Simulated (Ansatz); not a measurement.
A set of 12 reactions (silylene extrusion), with CCSD(T)/CBS values in kJ/mol:

```
                                                      reaction      ΔE
                                `F[SiH](F)Br` → F₂ + `[SiH]Br`  1027.0
                    `B[SiH2]O[SiH2]F` → `BO[SiH2]F` + `[SiH2]`   180.9
               `O[SiH](O)O[SiH](O)F` → `O[SiH](O)O` + `O[Si]F`   279.0
                          `CC(C)[SiH](F)F` → F₂ + `CC(C)[SiH]`  1079.2
`[CH3][Al]([F])[CH2][SiH3]` → `[CH3][Al]([CH3])[F]` + `[SiH2]`   246.2
                         `NC(=O)[SiH2]Cl` → `NC=O` + `[SiH]Cl`   188.0
                                  `CC[SiH2]O` → H₂ + `CC[Si]O`   199.5
                               `S[SiH](S)Cl` → H₂S + `S[Si]Cl`   192.8
                               `C[SiH](O)Br` → `C[Si]Br` + H₂O   289.7
                        `CC(C)[SiH](F)F` → `CC(C)F` + `F[SiH]`   417.6
        `O[SiH2][Ga]1[CH2][S]1` → `[CH2]1[S][GaH]1` + `O[SiH]`   213.2
                            `CC[Si](N)(O)F` → `N[Si]F` + `CCO`   337.1
```

Calculated with Ansatz (gas phase, PBE0-D4/def2-TZVP geometries, no zero-point term in ΔE). CCSD(T)/CBS is the MP2 limit (def2-TZVPP, def2-QZVPP) plus CCSD(T) − MP2 in def2-TZVPP, frozen cores. This one scheme is used for every species. DFT in def2-TZVPP. B3LYP here is the variant with VWN-RPA as its local correlation; programs differ in this. For Br, Ga outer-core shells are correlated without core-valence functions, which leaves a few kJ/mol of doubt a bond. Scalar relativity is left out up to krypton. Each species was taken in one conformer, which may not be the lowest.

Q: Give the mean, mean absolute and largest difference (level minus CCSD(T)/CBS, kJ/mol) for: PBE-D4, r2SCAN-D4, PBE0-D4, B3LYP-D4, ωB97X-V, ωB97M-V, B2PLYP, B3LYP, SCS-MP2/def2-TZVPP, CCSD(T)/def2-TZVPP, HF/def2-QZVPP, MP2/def2-QZVPP, SCS-MP2/def2-QZVPP, HF/CBS(def2). (Estimate.)

A: Ansatz gave: 
| level | mean | mean absolute | largest |
| --- | --- | --- | --- |
| PBE-D4 | -21.3 | 21.9 | -79.1 |
| r2SCAN-D4 | 9.7 | 13.2 | 19.4 |
| PBE0-D4 | -0.7 | 9.9 | -31.8 |
| B3LYP-D4 | -13.3 | 13.3 | -35.0 |
| ωB97X-V | 3.0 | 8.4 | 14.7 |
| ωB97M-V | -11.6 | 11.6 | -23.0 |
| B2PLYP | -9.8 | 9.8 | -15.5 |
| B3LYP | -26.0 | 26.0 | -43.0 |
| SCS-MP2/def2-TZVPP | 2.0 | 3.9 | 8.5 |
| CCSD(T)/def2-TZVPP | -8.6 | 8.6 | -20.9 |
| HF/def2-QZVPP | 3.3 | 23.2 | 67.9 |
| MP2/def2-QZVPP | 19.8 | 19.8 | 47.8 |
| SCS-MP2/def2-QZVPP | 8.0 | 8.3 | 21.7 |
| HF/CBS(def2) | 3.6 | 23.3 | 68.8 |

The largest T1 diagnostic in the set is 0.016, for `O[SiH]` (customary mark 0.02).

CCSD(T)/CBS is a level of theory with its own doubt, and the functionals carry their triple-zeta basis error, so these figures describe this set and don't rank the functionals.
